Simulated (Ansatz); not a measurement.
CH7AlB2Si, SMILES `CB1[BH][AlH][SiH2]1` from Hartree–Fock to CCSD(T)

```tsv
atom	x (Å)	y (Å)	z (Å)
C1	-0.362	1.189	1.803
B2	0.165	0.185	0.755
B3	0.879	-1.027	0.115
Al4	0.452	-2.060	-1.570
Si5	-0.379	0.177	-1.320
H6	-0.260	2.226	1.472
H7	0.115	1.077	2.779
H8	-1.438	1.022	1.937
H9	2.008	-0.899	-0.333
H10	0.761	-3.314	-2.473
H11	-0.096	1.453	-2.034
H12	-1.844	-0.028	-1.130
```

Total charge 0; spin multiplicity 1. The geometry is a stationary point of PBE0-D4/def2-TZVP. Frozen core, restricted reference, Ansatz 0.2.0. CBS rows extrapolate triple and quadruple zeta; past MP2 they add the triple-zeta difference.

```
     basis     HF (Eh)  MP2 corr.  CCSD corr.       (T)  CCSD(T) total
  def2-SVP  -621.82965   -0.48056    -0.54478  -0.02197     -622.39640
def2-TZVPP  -622.11163   -0.58570    -0.64444  -0.03146     -622.78753
def2-QZVPP  -622.13098   -0.62333           –         –              –
 CBS(def2)  -622.13364   -0.65120    -0.70994     as TZ     -622.87504
```
